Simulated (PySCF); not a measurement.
3-(aminomethyl)pyridine, C6H8N2.
Bonds: N1–C2, C2–C3, C3–C4 (aromatic), C4–C5 (aromatic), C5–C6 (aromatic), C6–N7 (aromatic), N7–C8 (aromatic), C3–C8 (aromatic). Hydrogens: H9, H10 on N1; H11, H12 on C2; H13 on C4; H14 on C5; H15 on C6; H16 on C8.

Computed by this run: PBE0-D3(BJ)/def2-SVP geometry optimisation, gas phase in PySCF 2.14.0; density fitting, grid level 2; the optimiser is geomeTRIC in internal coordinates, started from a GFN2-xTB structure.

Step 0: E = -9314.6626 eV
```
atom  x, y, z in Å  |  force x, y, z in eV/Å
N1     -2.5524    0.0982   -0.3072   -0.166   0.305   0.254
C2     -1.5552    0.7552    0.5293   -0.091  -0.573  -0.547
C3     -0.1605    0.2230    0.3148   -0.373   0.315   0.114
C4      0.6626    0.7295   -0.6855    0.074  -0.120   0.126
C5      1.9099    0.1635   -0.8884   -0.078   0.006   0.006
C6      2.2879   -0.8997   -0.0818   -0.019  -0.003  -0.002
N7      1.5143   -1.3972    0.8673    0.152  -0.393   0.274
C8      0.3275   -0.8499    1.0554    0.104   0.073  -0.079
H9     -2.5751   -0.8965   -0.1065    0.040  -0.136  -0.090
H10    -2.3132    0.2084   -1.2877    0.040  -0.107  -0.111
H11    -1.5871    1.8243    0.3003    0.039   0.288   0.108
H12    -1.8537    0.6132    1.5714   -0.016   0.107   0.295
H13     0.3290    1.5617   -1.2911   -0.128   0.368  -0.252
H14     2.5737    0.5394   -1.6521    0.313   0.152  -0.331
H15     3.2526   -1.3762   -0.1968    0.495  -0.153  -0.149
H16    -0.2680   -1.2881    1.8473   -0.387  -0.130   0.384
```

Question: Estimate the geometry and energy of step 1. (The exact step hangs on the optimiser's Hessian estimate; all steps are aligned on step 0, rigid shifts and turns removed.)

Answer: E = -9314.7037 eV, largest force 0.169 eV/Å
```
atom  x, y, z in Å  |  force x, y, z in eV/Å
N1     -2.5939    0.1076   -0.2984   -0.010  -0.074  -0.066
C2     -1.5678    0.7348    0.5130   -0.001   0.128   0.111
C3     -0.1650    0.2191    0.3049    0.015  -0.041  -0.019
C4      0.6735    0.7308   -0.6883   -0.048   0.068  -0.055
C5      1.9272    0.1631   -0.8868    0.057   0.018  -0.049
C6      2.3064   -0.9071   -0.0774    0.046  -0.011  -0.004
N7      1.5297   -1.4031    0.8814    0.019  -0.016   0.009
C8      0.3359   -0.8490    1.0599   -0.076  -0.036   0.054
H9     -2.6119   -0.8965   -0.1216    0.004   0.034  -0.001
H10    -2.3673    0.2073   -1.2875   -0.002   0.003   0.030
H11    -1.5848    1.8216    0.3169   -0.009  -0.059   0.016
H12    -1.8439    0.6124    1.5752    0.015   0.009  -0.059
H13     0.3430    1.5766   -1.3022    0.014  -0.034   0.022
H14     2.6063    0.5440   -1.6544   -0.024  -0.013   0.028
H15     3.2880   -1.3793   -0.2103   -0.036   0.009   0.014
H16    -0.2830   -1.2733    1.8642    0.033   0.014  -0.031
```

The energy changes by -0.0412 eV. The first-order estimate −F·Δx gives -0.0891 eV and the mean of the old and new forces, exact on a quadratic surface, -0.0411 eV. The step makes an angle of 62° with the force vector and moves no atom by more than 0.054 Å.

The cost below is that of the whole optimisation. Hardware: one thread, Arm Neoverse V2 (aarch64), shared host with 96 logical CPUs at a one-minute load of 23. Cost: 42 s of wall time, 0.73 GiB resident at most.
